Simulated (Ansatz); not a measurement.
Born–Oppenheimer molecular dynamics of C2H8FNSi2 (14 atoms, charge 0, multiplicity 1). It starts from a relaxed structure.

Method: RKS PBE0-D4/STO-3G in Ansatz 0.2.0.

```
ensemble                      : NVE (velocity Verlet)
time step                     : 0.5 fs
steps asked                   : 174
starting velocities drawn for : 200 K
seed                          : 407819
```

First frame:

```xyz
14
Properties=species:S:1:pos:R:3
F -3.126 -0.871 -0.192
Si -1.747 -1.000 0.698
C -0.266 -0.461 -0.326
N 1.029 -0.536 0.511
C 1.758 0.697 -0.028
Si 0.122 1.345 -0.676
H -1.587 -2.379 1.117
H -1.863 -0.159 1.871
H -0.193 -1.060 -1.249
H 1.565 -1.402 0.228
H 2.282 1.239 0.774
H 2.490 0.464 -0.819
H 0.071 1.789 -2.052
H -0.547 2.305 0.172
```

Q: How far do the bonds stretch over the last three quarters of this one trajectory? (Pairs bonded in most of those frames.)

A: 
```csv
bond,mean (Å),spread (Å),shortest,longest
F1–Si2,1.647,0.004,1.64,1.65
Si2–C3,1.881,0.016,1.85,1.91
Si2–H7,1.449,0.015,1.43,1.47
Si2–H8,1.451,0.015,1.43,1.47
C3–N4,1.543,0.016,1.52,1.58
C3–Si6,1.882,0.014,1.86,1.90
C3–H9,1.103,0.016,1.08,1.13
N4–C5,1.536,0.020,1.49,1.57
N4–H10,1.059,0.017,1.03,1.08
C5–Si6,1.875,0.023,1.84,1.92
C5–H11,1.102,0.014,1.08,1.12
C5–H12,1.103,0.010,1.09,1.12
Si6–H13,1.448,0.011,1.43,1.46
Si6–H14,1.446,0.007,1.43,1.46
```

Mean temperature of the second half: 101 K. The conserved energy stayed within 0.1 meV per atom of its start (net change 0.044 meV per atom), so the integration is sound. The temperature averaged 0.50 of the 200 K drawn at the start: a run that starts near a minimum puts about half its kinetic energy into the potential. A run of 0.087 ps of so small a system gives no equilibrium averages. Limits of this set-up: minimal basis.

Time of the run: 9.6 min on 1 CPU thread of a shared host.
